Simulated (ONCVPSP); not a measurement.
## Transferability test, ONCV potential for O (Z = 8)

ONCVPSP 4.0.1 input, shortened (lines: element, Z, core and valence counts, functional; n l f; lmax; l rc ep ncon nbas qcut; lloc lpopt rc5 dvloc0; l nproj debl; icmod fcfact rcfact), PBEsol, scalar-relativistic:

```
  O 8.00    1    2  -116133      upf
    1    0    2.00
    2    0    2.00
    2    1    4.00
    2
    0    0.60    0.00    4    9   11.30
    1    1.50    0.00    4    8   11.20
    2    1.45    0.39    4    7    7.70
    4    5    0.45    4.00
    0    1    2.00
    1    3    3.30
    2    2    1.70
    4    0.60    0.00
```

Energies are relative to the spin-unpolarised reference configuration 2s2 2p4; without spin polarisation the order of configurations can differ from experiment.

```
valence configuration  charge  ΔE all-electron (eV)  error AE − PS (meV)
              2s2 2p3      +1                16.360                  +16
              2s2 2p1      +3               103.544                 +528
              2s2 2p0      +4               180.189                +1456
```

Task: What are ΔE and the potential's error for 2s2 2p2?

Result: ΔE = 49.837 eV all-electron; the error (AE − PS) is +135 meV.
